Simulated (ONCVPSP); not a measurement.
**Before and after: ONCV potential for Zr**

| Item | Value |
| --- | --- |
| Element | Zr |
| Generator | ONCVPSP 4.0.1 |
| Type | optimised norm-conserving Vanderbilt (ONCV) |
| Functional | PBE |
| Relativity | fully relativistic |
| Frozen core | [Ar] 3d10 |
| Valence charge | 12 |
| Reference configuration | 4s2 4p6 4d2 5s2 |
| Partial waves | 4s+5s: rc 1.80 bohr, ncon 4, nbas 8, qcut 5.1 1/bohr, 2 projectors; 4p: rc 1.45 bohr, ncon 4, nbas 8, qcut 5.9 1/bohr, 2 projectors, debl 1.7 Ha; 4d: rc 2.80 bohr, ncon 4, nbas 9, qcut 5 1/bohr, 2 projectors, debl 1.4 Ha |
| Local potential | polynomial inside 1.05 bohr (lpopt 1, dvloc0 2 Ha) |
| Core correction | Teter function, fcfact 4.25, rcfact 1.4 |

Open shells are filled in proportion to 2j + 1.

Change: p: nbas 7.

Cutoffs: the cutoffs (Ha) at which the residual kinetic energy of the hardest occupied pseudo-wave falls to 1 and 0.1 mHa per electron; they do not see the model core or the augmentation charge, which bear on the density cutoff. Errors are all-electron minus pseudo energies relative to the spin-unpolarised reference configuration.

Question: Predict the effect on cutoff, ghosts and configuration errors.

Answer: The potential gets neither clearly harder nor softer (21 Ha and 88 Ha → 30 Ha and 65 Ha); the errors of the 4 common tests hardly move; neither file shows a bound ghost.

```tsv
quantity	base	changed
cutoff, loose	21 Ha	30 Ha
cutoff, tight	88 Ha	65 Ha
loose cutoff by channel	s 12 Ha, p 21 Ha, d 9.3 Ha	s 12 Ha, p 30 Ha, d 9.3 Ha
bound ghosts	none	none
GHOST(+) flags under 300 eV	s at 133.4 eV	s at 133.4 eV
error for 4s2 4p6 4d2 5s1, meV [ΔE 7.14 eV]	-0.6	-0.6
error for 4s2 4p6 4d2 5s0, meV [ΔE 20.08 eV]	-8.1	-8.2
error for 4s2 4p6 4d1 5s0, meV [ΔE 42.70 eV]	+28	+28
error for 4s2 4p6 4d1 5s2 5p1, meV [ΔE 3.00 eV]	+28	+28
s: phases at 1.83 bohr within 0.05 rad from the reference energy up to (Ha; the scan ends near 5)	4.1	4.1
p3/2: phases at 1.47 bohr within 0.05 rad from the reference energy up to (Ha; the scan ends near 5)	to the end of the scan	to the end of the scan
p1/2: phases at 1.47 bohr within 0.05 rad from the reference energy up to (Ha; the scan ends near 5)	5.0	to the end of the scan
d5/2: phases at 2.84 bohr within 0.05 rad from the reference energy up to (Ha; the scan ends near 5)	3.6	3.6
d3/2: phases at 2.84 bohr within 0.05 rad from the reference energy up to (Ha; the scan ends near 5)	3.6	3.6
rms error of d²Exc/dni dnj with the model core, mHa	3.14	3.14
```
